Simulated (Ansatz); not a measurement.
Li2Si2⁺. The state is a doublet with charge 1. Geometry PBE0-D4/def2-TZVP, basis def2-TZVP, Ansatz.

Cartesian coordinates in Å:
```
Li 0.423 2.277 1.790
Li 1.161 -1.722 -1.004
Si -0.209 0.386 0.237
Si -1.375 -0.941 -1.023
```

```tsv
run	HOMO (eV)	LUMO (eV)
A	-8.78	-8.44
B	-8.82	-7.78
C	-11.40	-5.39
D	-8.71	-8.10
E	-9.61	-7.19
```

Another isomer (doublet) lies 0.27 eV lower at PBE0-D4/def2-TZVP; other spin states weren't run for this one.

HOMO and LUMO are taken over both spins.

**Question.** The runs used LDA (SPW92), PBE, PBE0, r2SCAN, ωB97M-V. Estimate which is which.

**Answer.** A LDA (SPW92) (0 % exact exchange); B r2SCAN (0 % exact exchange); C ωB97M-V (range-separated); D PBE (0 % exact exchange); E PBE0 (25 % exact exchange). Exact exchange lowers occupied and raises empty levels; among semilocal functionals meta-GGAs tend to open the gap a little, and such runs are hard to tell apart. The gap grows from 0.35 eV (LDA (SPW92)) to 6.01 eV (ωB97M-V).
